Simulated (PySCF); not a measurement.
Cartesian coordinates in Å; atom numbers follow the order of the lines, from 1:
```xyz
12

C    -0.045    1.751   -0.006
C    -0.170    0.422    0.031
C    -1.521   -0.154    0.063
N    -1.868   -1.362    0.073
Si    1.335   -0.738    0.043
Cl    3.014    0.374    0.174
Cl    1.383   -1.812   -1.669
H    -0.907    2.400   -0.013
H     0.916    2.238   -0.033
H    -2.333    0.570    0.081
H    -1.109   -2.041    0.048
H     1.307   -1.648    1.183
```

PySCF calculation with shielding tensors at PBE0/pcSseg-1 (GIAO) and GFN2-xTB geometry; no relativistic terms, one conformer, fast rotation and ring inversion assumed for equivalent nuclei, no solvent model.

References, each an isolated molecule treated in the same way: 13C (σref 186.93) and 1H (σref 31.72) and 29Si (σref 349.16) vs TMS; 15N (σref 267.73) vs NH3; 35Cl (σref 949.78) against HCl.

| atoms | nucleus | count | δ (ppm) |
| --- | --- | --- | --- |
| H8 | 1H | 1 | 6.56 |
| C1 | 13C | 1 | 150.0 |
| H9 | 1H | 1 | 6.60 |
| C3 | 13C | 1 | 173.9 |
| Cl6/Cl7 | 35Cl | 2 | ? |
| H12 | 1H | 1 | 6.12 |
| Si5 | 29Si | 1 | ? |
| C2 | 13C | 1 | 151.5 |
| H11 | 1H | 1 | 10.84 |
| H10 | 1H | 1 | 8.15 |
| N4 | 15N | 1 | ? |

**Question.** Complete the table.

**Answer.** 
- N4: 364.8 ppm, nitrogen bonded to C, H
- Si5: 3.9 ppm, silicon bonded to C, 2 Cl, H
- Cl6/Cl7: 47 ppm, chlorine bonded to Si

OH and NH positions are those of a molecule without intermolecular hydrogen bonds; in solution they move with solvent, concentration and temperature, and exchange usually removes their couplings. Shifts are as computed. Against solution values, carbons near 30 ppm lie about +3 ppm off and those near 130 ppm about +5 ppm. Of 1211 compounds with measured shifts, 218 miss one by over three times the rms of a fit or turn the order of signals round; such compounds aren't used in these exercises. Experimental scales use liquid or dissolved standards, which lie at an offset from isolated NH3 (liquid NH3: subtract about 20 ppm). Unscaled 15N shifts of sp2 nitrogen come out 20 to 40 ppm too high even then.
